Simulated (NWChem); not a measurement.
Everything below was run with NWChem. System: H2ClSi (+1), charge 1, spin multiplicity 1, at a geometry optimised with PBE/def2-SVP. The structure started from a generated list of species. Level: TD-B3LYP/aug-cc-pVDZ, VWN1-RPA local correlation.

The NWChem input:

```
start mol
memory heap 200 mb stack 900 mb global 1100 mb
charge 1
geometry units angstroms nocenter noautoz
  Si     0.000000     0.000000    -0.979098
  Cl     0.000000     0.000000     1.002901
  H      1.319387     0.000000    -1.670975
  H     -1.319387     0.000000    -1.670975
  symmetry group C2v
end
basis spherical
  * library aug-cc-pvdz
end
dft
  xc b3lyp
  semidirect memsize 60000000 filesize 0
  iterations 100
end
tddft
  rpa
  nroots 8
  notriplet
  thresh 1e-4
end
task tddft energy
```

Output (cleaned and shortened):

```
             Northwest Computational Chemistry Package (NWChem) 7.3.0
             --------------------------------------------------------

                                NWChem Input Module
                                -------------------

 Scaling coordinates for geometry "geometry" by  1.889725989
 (inverse scale =  0.529177249)

 Turning off AUTOSYM since
 SYMMETRY directive was detected!

                             Geometry "geometry" -> ""
                             -------------------------

 Output coordinates in angstroms (scale by  1.889725989 to convert to a.u.)

  No.       Tag          Charge          X              Y              Z
 ---- ---------------- ---------- -------------- -------------- --------------
    1 Si                  14.0000     0.00000000     0.00000000    -0.97909800
    2 Cl                  17.0000     0.00000000     0.00000000     1.00290100
    3 H                    1.0000     1.31938700     0.00000000    -1.67097500
    4 H                    1.0000    -1.31938700     0.00000000    -1.67097500

 Effective nuclear repulsion energy (a.u.)      79.7244262359

            Nuclear Dipole moment (a.u.)
            ----------------------------
        X                 Y               Z
 ---------------- ---------------- ----------------
     0.0000000000     0.0000000000    -0.0000094486

      Symmetry information
      --------------------

 Group name             C2v
 Group number             16
 Group order               4
 No. of unique centers     3

      Symmetry unique atoms

     1    2    3


 Summary of "ao basis" -> "" (spherical)
 ------------------------------------------------------------------------------
       Tag                 Description            Shells   Functions and Types
 ---------------- ------------------------------  ------  ---------------------
 *                        aug-cc-pvdz                 on all atoms

                                 NWChem DFT Module
                                 -----------------

 Summary of "ao basis" -> "ao basis" (spherical)
 ------------------------------------------------------------------------------
       Tag                 Description            Shells   Functions and Types
 ---------------- ------------------------------  ------  ---------------------
 Si                       aug-cc-pvdz               11       27   5s4p2d
 Cl                       aug-cc-pvdz               11       27   5s4p2d
 H                        aug-cc-pvdz                5        9   3s2p

 Summary of "ao basis" -> "ao basis" (spherical)
 ------------------------------------------------------------------------------
       Tag                 Description            Shells   Functions and Types
 ---------------- ------------------------------  ------  ---------------------
 Si                       aug-cc-pvdz               11       27   5s4p2d
 Cl                       aug-cc-pvdz               11       27   5s4p2d
 H                        aug-cc-pvdz                5        9   3s2p

      Symmetry analysis of basis
      --------------------------

        a1         33
        a2          6
        b1         19
        b2         14

            General Information
            -------------------
          SCF calculation type: DFT
          Wavefunction type:  closed shell.
          No. of atoms     :     4
          No. of electrons :    32
           Alpha electrons :    16
            Beta electrons :    16
          Charge           :     1
          Spin multiplicity:     1
          Use of symmetry is: off; symmetry adaption is: on
          Maximum number of iterations: 100
          AO basis - number of functions:    72
                     number of shells:    32
          Convergence on energy requested:  1.00D-06
          Convergence on density requested:  1.00D-05
          Convergence on gradient requested:  5.00D-04

              XC Information
              --------------
                         B3LYP Method XC Potential
                     Hartree-Fock (Exact) Exchange  0.200
                        Slater Exchange Functional  0.800 local
                    Becke 1988 Exchange Functional  0.720 non-local
              Lee-Yang-Parr Correlation Functional  0.810
                  VWN I RPA Correlation Functional  0.190 local

             Grid Information
             ----------------
          Grid used for XC integration:  medium
          Radial quadrature: Mura-Knowles
          Angular quadrature: Lebedev.
          Tag              B.-S. Rad. Rad. Pts. Rad. Cut. Ang. Pts.
          ---              ---------- --------- --------- ---------
          Si                  1.10       88          12.0       590
          Cl                  1.00       88          13.0       590
          H                   0.35       45          13.0       434
          Grid pruning is: on
          Number of quadrature shells:   266
          Spatial weights used:  Erf1

          Convergence Information
          -----------------------
          Convergence aids based upon iterative change in
          total energy or number of iterations.
          Levelshifting, if invoked, occurs when the
          HOMO/LUMO gap drops below (HL_TOL):  1.00D-02
          DIIS, if invoked, will attempt to extrapolate
          using up to (NFOCK): 10 stored Fock matrices.

                    Damping( 0%)  Levelshifting(0.5)       DIIS
                  --------------- ------------------- ---------------
          dE  on:    start            ASAP                start
          dE off:    2 iters        100 iters           100 iters
[...]
    1    1   16   17 a2       -0.573    -0.363     5.736
    2    1   15   17 a1       -0.602    -0.363     6.524
    3    1   14   17 a2       -0.654    -0.363     7.924
    4    1   13   17 b2       -0.659    -0.363     8.060
    5    1   16   18 b1       -0.573    -0.263     8.437
    6    1   15   18 b2       -0.602    -0.263     9.224
    7    1   16   19 b1       -0.573    -0.216     9.725
    8    1   15   19 b2       -0.602    -0.216    10.513
--------------------------------------------------------

  Entering Davidson iterations
  Restricted singlet excited states

  Iter   NTrls   NConv    DeltaV     DeltaE      Time
  ----  ------  ------  ---------  ---------  ---------
    1      8       0     0.27E+00   0.10+100       24.5
    2     24       0     0.37E-01   0.21E-01       29.9
    3     40       0     0.97E-02   0.70E-03       29.8
    4     56       1     0.21E-02   0.47E-04       30.4
    5     70       2     0.70E-03   0.22E-05       29.2
    6     82       4     0.22E-03   0.24E-06       27.8
    7     89       8     0.80E-04   0.20E-07       23.6
  ----  ------  ------  ---------  ---------  ---------
  Convergence criterion met

  Ground state a1       -750.628266141679 a.u.

  ----------------------------------------------------------------------------
  Root   1 singlet a2             0.162765793 a.u.                4.4291 eV
  ----------------------------------------------------------------------------
     Transition Moments    X  0.00000   Y -0.00000   Z -0.00000
     Transition Moments   XX  0.00000  XY -0.71236  XZ  0.00000
     Transition Moments   YY -0.00000  YZ  0.00000  ZZ -0.00000
     Dipole Oscillator Strength                    0.0000000000
     Electric Quadrupole                           0.0000000117
     Magnetic Dipole                               0.0000011005
     Total Oscillator Strength                     0.0000011122

          sigma_e =   1.6174 Angstrom
          sigma_h =   1.5605 Angstrom
         |d_h->e| =   1.2054 Angstrom
            d_exc =   2.5422 Angstrom
            d_CD1 =   1.2623 Angstrom
            d_CD2 =  -0.3836 Angstrom
            d_CD3 =   3.7475 Angstrom
     Pearson C.C. =   0.0082

     Occ.   16  b1  ---  Virt.   17  b2  -0.99943 X
  ----------------------------------------------------------------------------
  Root   2 singlet a1             0.219831607 a.u.                5.9819 eV
  ----------------------------------------------------------------------------
     Transition Moments    X -0.00000   Y -0.00000   Z  0.69120
     Transition Moments   XX -0.07916  XY -0.00000  XZ  0.00000
     Transition Moments   YY -0.61044  YZ  0.00000  ZZ  0.47813
     Dipole Oscillator Strength                    0.0700166027
     Electric Quadrupole                           0.0000000168
     Magnetic Dipole                               0.0000000000
     Total Oscillator Strength                     0.0700166194

          sigma_e =   1.6546 Angstrom
          sigma_h =   1.2088 Angstrom
         |d_h->e| =   1.5553 Angstrom
            d_exc =   2.5747 Angstrom
            d_CD1 =   2.0011 Angstrom
            d_CD2 =   0.1236 Angstrom
            d_CD3 =   4.1300 Angstrom
     Pearson C.C. =  -0.0029

     Occ.   13  a1  ---  Virt.   18  a1   0.15368 X
     Occ.   13  a1  ---  Virt.   19  a1  -0.06294 X
     Occ.   15  b2  ---  Virt.   17  b2   0.97863 X
     Occ.   15  b2  ---  Virt.   17  b2  -0.06119 Y
     Occ.   16  b1  ---  Virt.   21  b1   0.10781 X
  ----------------------------------------------------------------------------
  Root   3 singlet a2             0.240987482 a.u.                6.5576 eV
  ----------------------------------------------------------------------------
     Transition Moments    X -0.00000   Y  0.00000   Z -0.00000
     Transition Moments   XX  0.00000  XY -1.18222  XZ -0.00000
     Transition Moments   YY  0.00000  YZ -0.00000  ZZ -0.00000
     Dipole Oscillator Strength                    0.0000000000
     Electric Quadrupole                           0.0000001042
     Magnetic Dipole                               0.0000022129
     Total Oscillator Strength                     0.0000023171

          sigma_e =   1.6080 Angstrom
          sigma_h =   1.6076 Angstrom
         |d_h->e| =   0.1266 Angstrom
            d_exc =   2.2798 Angstrom
            d_CD1 =   0.1270 Angstrom
            d_CD2 =  -1.4812 Angstrom
            d_CD3 =   2.4063 Angstrom
     Pearson C.C. =  -0.0022

     Occ.   14  b1  ---  Virt.   17  b2   0.99953 X
  ----------------------------------------------------------------------------
  Root   4 singlet b2             0.248955896 a.u.                6.7744 eV
  ----------------------------------------------------------------------------
     Transition Moments    X -0.00000   Y -0.13254   Z -0.00000
     Transition Moments   XX  0.00000  XY -0.00000  XZ  0.00000
     Transition Moments   YY -0.00000  YZ  1.64293  ZZ -0.00000
     Dipole Oscillator Strength                    0.0029155540
     Electric Quadrupole                           0.0000002218
     Magnetic Dipole                               0.0000052418
     Total Oscillator Strength                     0.0029210176

          sigma_e =   1.6028 Angstrom
          sigma_h =   1.6330 Angstrom
         |d_h->e| =   0.9745 Angstrom
            d_exc =   2.5000 Angstrom
            d_CD1 =   1.0047 Angstrom
            d_CD2 =  -0.6434 Angstrom
            d_CD3 =   3.4745 Angstrom
     Pearson C.C. =  -0.0123

     Occ.   13  a1  ---  Virt.   17  b2   0.99736 X
  ----------------------------------------------------------------------------
  Root   5 singlet b1             0.270292156 a.u.                7.3550 eV
  ----------------------------------------------------------------------------
     Transition Moments    X -0.41878   Y  0.00000   Z -0.00000
     Transition Moments   XX -0.00000  XY  0.00000  XZ  1.09306
     Transition Moments   YY -0.00000  YZ -0.00000  ZZ  0.00000
     Dipole Oscillator Strength                    0.0316025623
     Electric Quadrupole                           0.0000001256
     Magnetic Dipole                               0.0000000039
     Total Oscillator Strength                     0.0316026917

          sigma_e =   1.9199 Angstrom
          sigma_h =   1.4254 Angstrom
         |d_h->e| =   1.2799 Angstrom
            d_exc =   2.7043 Angstrom
            d_CD1 =   1.7744 Angstrom
            d_CD2 =  -0.3927 Angstrom
            d_CD3 =   3.9842 Angstrom
     Pearson C.C. =   0.0078

     Occ.   14  b1  ---  Virt.   18  a1   0.11917 X
     Occ.   14  b1  ---  Virt.   19  a1   0.06056 X
     Occ.   16  b1  ---  Virt.   18  a1   0.97522 X
     Occ.   16  b1  ---  Virt.   19  a1  -0.16733 X
  ----------------------------------------------------------------------------
  Root   6 singlet b2             0.293651321 a.u.                7.9907 eV
  ----------------------------------------------------------------------------
     Transition Moments    X -0.00000   Y  0.32952   Z  0.00000
     Transition Moments   XX  0.00000  XY  0.00000  XZ  0.00000
     Transition Moments   YY -0.00000  YZ  0.21568  ZZ -0.00000
     Dipole Oscillator Strength                    0.0212570872
     Electric Quadrupole                           0.0000000063
     Magnetic Dipole                               0.0000000118
     Total Oscillator Strength                     0.0212571052

          sigma_e =   1.9005 Angstrom
          sigma_h =   1.2028 Angstrom
         |d_h->e| =   1.4227 Angstrom
            d_exc =   2.6610 Angstrom
            d_CD1 =   2.1205 Angstrom
            d_CD2 =  -0.1289 Angstrom
            d_CD3 =   4.0837 Angstrom
     Pearson C.C. =   0.0004

     Occ.   12  a1  ---  Virt.   17  b2   0.09537 X
     Occ.   15  b2  ---  Virt.   18  a1  -0.99111 X
     Occ.   15  b2  ---  Virt.   19  a1   0.05115 X
  ----------------------------------------------------------------------------
  Root   7 singlet b1             0.318226361 a.u.                8.6594 eV
  ----------------------------------------------------------------------------
     Transition Moments    X  0.12578   Y  0.00000   Z  0.00000
     Transition Moments   XX -0.00000  XY  0.00000  XZ -1.39774
     Transition Moments   YY -0.00000  YZ -0.00000  ZZ -0.00000
     Dipole Oscillator Strength                    0.0033564733
     Electric Quadrupole                           0.0000003353
     Magnetic Dipole                               0.0000069749
     Total Oscillator Strength                     0.0033637835

          sigma_e =   1.9698 Angstrom
          sigma_h =   1.5250 Angstrom
         |d_h->e| =   1.7597 Angstrom
            d_exc =   3.0703 Angstrom
            d_CD1 =   2.2046 Angstrom
            d_CD2 =   0.0123 Angstrom
            d_CD3 =   4.8300 Angstrom
     Pearson C.C. =  -0.0207

     Occ.   14  b1  ---  Virt.   18  a1  -0.17510 X
     Occ.   16  b1  ---  Virt.   18  a1  -0.14516 X
     Occ.   16  b1  ---  Virt.   19  a1  -0.97234 X
  ----------------------------------------------------------------------------
  Root   8 singlet b2             0.346778054 a.u.                9.4363 eV
  ----------------------------------------------------------------------------
     Transition Moments    X  0.00000   Y  0.12584   Z -0.00000
     Transition Moments   XX  0.00000  XY  0.00000  XZ -0.00000
     Transition Moments   YY -0.00000  YZ  0.47305  ZZ  0.00000
     Dipole Oscillator Strength                    0.0036609857
     Electric Quadrupole                           0.0000000497
     Magnetic Dipole                               0.0000000239
     Total Oscillator Strength                     0.0036610593

          sigma_e =   1.9710 Angstrom
          sigma_h =   1.1872 Angstrom
         |d_h->e| =   2.0336 Angstrom
            d_exc =   3.0705 Angstrom
            d_CD1 =   2.8174 Angstrom
            d_CD2 =   0.4545 Angstrom
            d_CD3 =   5.1041 Angstrom
     Pearson C.C. =   0.0004

     Occ.   15  b2  ---  Virt.   18  a1   0.05052 X
     Occ.   15  b2  ---  Virt.   19  a1   0.99778 X

              Target root =      1
          Target symmetry = none
      Ground state energy =   -750.628266141679
        Excitation energy =      0.162765793032
     Excited state energy =   -750.465500348647

  stored tddft:energy   -750.46550034864686

 Task  times  cpu:      203.1s     wall:      203.1s

 Total times  cpu:      203.1s     wall:      203.1s
```
